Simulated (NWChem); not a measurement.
Molecule: Si₃H₆, singlet; SMILES [Si]([SiH3])[SiH3]

Computed with NWChem. Pople sets run with spherical d functions. Low-valent species are run as closed-shell singlets; no triplet was tried in these runs. Each level has its own optimisation; frequencies are unscaled.

| level | r Si–Si (Å) | highest harmonic frequency (cm⁻¹) | lowest (cm⁻¹) | zero-point energy (kcal/mol) | dipole (D) |
|---|---|---|---|---|---|
| Hartree-Fock/3-21G | 2.489 | 2281 | 43 | 31.8 | 0.18 |
| Hartree-Fock/6-31G* | 2.398 | ___ | ___ | ___ | ___ |
| PBE0/def2-SVP | 2.382 | 2224 | 110 | 30.6 | 0.06 |

Q: Fill in the missing entries.

A: 
- Hartree-Fock/6-31G*, highest harmonic frequency (cm⁻¹): 2364
- Hartree-Fock/6-31G*, lowest (cm⁻¹): 66
- Hartree-Fock/6-31G*, zero-point energy (kcal/mol): 33.3
- Hartree-Fock/6-31G*, dipole (D): 0.30
